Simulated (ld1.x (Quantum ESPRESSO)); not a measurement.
Results of a calculation; reference values are marked as such.
**Pseudopotentials across the periodic table**

Generated with ld1.x 7.5 (TM, RRKJ, ultrasoft, PAW), atompaw 4.2 or ONCVPSP 4.0.1. The cutoff is in Ry: for ld1.x and atompaw files where the sum of valence levels is converged to 10 mRy in a Bessel basis, for ONCV files where the hardest occupied wave has 1 mHa per electron of residual kinetic energy. The error is the largest all-electron minus pseudo excitation energy over each file’s own four to seven test configurations (ionisations up to +4, promotions, holes and added fractions of an electron), all of which were solved. The labels leave out finer settings (local radius, basis sizes, second energies), which also bear on the numbers. Spin-polarised tests are not counted. The rows are a selection from randomly drawn settings: files with unsolved tests, undetermined cutoffs or missed reference levels are left out.

| element | potential | cutoff (Ry) | largest error (meV) | bound ghosts |
| --- | --- | --- | --- | --- |
| Mo | TM semilocal, PBEsol, scalar-relativistic, rc 2.75/2.95/2.35 (spd), local s, core correction yes, reference 4d4.5 5s0 5p0 | 35 | -894 | none |
| Ta | TM, LDA (PZ), scalar-relativistic, rc 2.00/4.20/1.65 (spd), local smoothed, core correction no, reference 5d3 6s2 6p0 | 30 | +104 | none |
| Tl | PAW, PBE, scalar-relativistic, rc 2.20/3.25/2.15 (spd), local smoothed, core correction yes, reference 5d10 6s2 6p0.5 | 25 | -201 | none |
| Pb | PAW, LDA (PZ), scalar-relativistic, rc 2.00/3.15/1.60 (spd), local smoothed, core correction yes, reference 5d10 6s2 6p2 | 50 | -27 | none |

Task: Fill in the row for K: PAW, PW91, scalar-relativistic, rc 2.10/2.00/4.55 (spd), local smoothed, core correction yes, reference 3s2 3p6 3d0 4s0.5 4p0.

Result: cutoff 18 Ry, largest error -4.1 meV, bound ghosts: none.
